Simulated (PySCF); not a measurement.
**How methods differ on the excitation energy of Ni**

Ni [Ar] 3d8 4s2 (3F) → Ni [Ar] 3d8 4s1 4p1 (high-spin determinant), as a difference of total energies. Computed with PySCF 2.14 in x2c-TZVPPall (6s5p4d2f1g, 64 functions), with the spin-free X2C one-electron Hamiltonian (Gaussian nucleus). Correlated levels: valence: [Ar] frozen; valence and next inner shell: [Ne] frozen. The calculations carry no spin-orbit coupling.

```
                                method  excitation energy (eV)
                                   UHF                   2.477
                                   LDA                   4.048
                                   PBE                   3.817
                                  PBE0                   3.541
                                r2SCAN                   3.451
                                  MN15                   3.991
                                B2PLYP                   3.785
                                  BP86                   3.851
                                 HSE06                   3.586
                         MP2 (valence)                   3.384
                     SCS-MP2 (valence)                   3.579
    MP2 (valence and next inner shell)                   3.468
SCS-MP2 (valence and next inner shell)                   3.607
```

How much does correlation contribute at MP2 (valence and next inner shell)?

3.468 − (2.477) = 0.991 eV, measured against UHF.

A first-order spin-orbit estimate (lowest level to lowest level, LS coupling) adds 0.024 eV.

The basis was made for the ground configuration and has no added diffuse functions, so the excitation energy can come out too high.

The determinant of the upper state mixes LS terms, which raises its energy above the lowest term, most at the Hartree-Fock and MP2 levels.
